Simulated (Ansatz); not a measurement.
(E)-1-bromo-2-chloro-1-fluoroethene (C2HBrClF), SMILES F/C(Br)=C\Cl.

Coordinates come from a ωB97X-D3(BJ)/def2-SVP optimisation.

Two levels are set side by side: PBE/def2-SVPD (Ansatz, an electronic-structure program) and PBE0/def2-SVPD (Ansatz). Energy differences of separate SCF runs at the same geometry; the states with an electron removed or added have multiplicity 2 and 2. Differences are taken from unrounded values.

```tsv
quantity	PBE0
vertical ionisation energy (eV)	9.55
vertical singlet–triplet gap (eV)	3.92
```

Q: What does PBE give, and how far is it from PBE0? (An estimate is asked for; the answer gives what the named calculation found.)

A: 
| quantity | PBE | PBE minus PBE0 |
|---|---|---|
| vertical ionisation energy (eV) | 9.26 | -0.29 |
| vertical singlet–triplet gap (eV) | 3.97 | 0.06 |
